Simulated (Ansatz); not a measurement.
Job for Ansatz (a first-principles code): U-wB97X-V/def2-TZVPP on Br3Se (SMILES Br[Se](Br)Br).

Ansatz 0.2 input:
```yaml
crystal:
  periodic: [false, false, false]
  atoms:
    - {symbol: Se, position_ang: [-0.00071902, -0.00181617, -0.40693545]}
    - {symbol: Br, position_ang: [2.37278424, -0.00978959, 0.12890094]}
    - {symbol: Br, position_ang: [-1.17554479, 2.05897399, 0.13192845]}
    - {symbol: Br, position_ang: [-1.19652042, -2.04736823, 0.14610606]}
basis:
  gaussian:
    orbitals: def2-TZVPP
hamiltonian:
  xc: {name: wB97X-V}
magnetization: {spin_polarized: true, initial_magnetization: 1}
```

It printed:

```
WARN ansatz: RAYON_NUM_THREADS=4 ignored (pool sized by the plan → 4); use --threads N
Functional definition: wB97X-V
integrals: 0.24 GiB planned
1309 factors; integrals over basis functions are off by at most 6.4e-4 eV
integrals: 0.34 GiB planned
211 factors; integrals over basis functions are off by at most 7.3e-5 eV
mean field: 3.97 GiB planned
mean field evaluation 1: about -275460.8411 eV, gradient 2.0e1 eV
mean field evaluation 2: about -275460.3108 eV, gradient 2.5e1 eV
mean field evaluation 4: about -275462.9423 eV, gradient 8.0e-1 eV
mean field evaluation 8: about -275463.0325 eV, gradient 1.7e-1 eV
mean field evaluation 16: about -275463.0346 eV, gradient 1.7e-3 eV
mean field -275463.03462218 eV, -10123.0798068141 hartree, gradient 6.0e-5 eV, S^2 0.772227; 0 other end points of the search recorded, 0 dependent functions left out
reference -275463.03462054 eV, -10123.0798067537 hartree; 70, 69 occupied and 122, 123 virtual orbitals, 1309 factors
Total energy: -275463.03462054 eV, -10123.0798067537 hartree
```

Self-consistency was reached.

Cost: around 50 core-seconds (rough).
